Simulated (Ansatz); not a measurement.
Computed with Ansatz on PBE0-D4/def2-TZVP structures; ΔE is electronic, products minus reactants. CCSD(T)/CBS is the MP2 limit (def2-TZVPP, def2-QZVPP) plus CCSD(T) − MP2 in def2-TZVPP, frozen cores. This one scheme is used for every species. Functionals use def2-TZVPP. B3LYP here is the variant with VWN-RPA as its local correlation; programs differ in this. HSE06 is defined as in plane-wave codes. No spin–orbit coupling; open shells (•) take unrestricted orbitals. For Ge outer-core shells are correlated without core-valence functions, which leaves a few kJ/mol of doubt a bond. Scalar relativity is left out up to krypton.

Consider the homolysis of the C–Ge bond: `[CH3][GeH]([CH3])[C]#N` → `[CH3]`• + `[CH3][GeH][C]#N`•.

| level | ΔE (kJ/mol) | difference from CCSD(T)/CBS |
| --- | --- | --- |
| PBE0-D4 | 348.5 | -17.2 |
| r2SCANh-D4 | 330.6 | -35.1 |
| HSE06-D4 | 348.0 | -17.7 |
| ωB97X-V | 365.9 | 0.2 |
| B3LYP | 327.4 | -38.3 |
| r2SCAN0 | 328.7 | -37.0 |
| HF/def2-SVP | 251.6 | -114.1 |
| MP2/def2-SVP | 364.2 | -1.5 |
| HF/def2-TZVPP | 247.3 | -118.4 |
| MP2/CBS(def2) | 387.6 | 21.9 |
| CCSD(T)/CBS | 365.7 | 0 |

Largest T1 diagnostic among the species: 0.017.

At CCSD(T), def2-SVP lies −22.6 kJ/mol from the extrapolated value and def2-TZVPP −6.7 kJ/mol: correlation converges slowly with the basis, and small sets miss more of it in the bonded molecule than in its fragments. The D4 term adds +10.9 kJ/mol with B3LYP and +6.2 kJ/mol with PBE0; it sums over pairs of atoms, weighted by their polarisabilities, and B3LYP, whose exchange is more repulsive, gets the larger term.
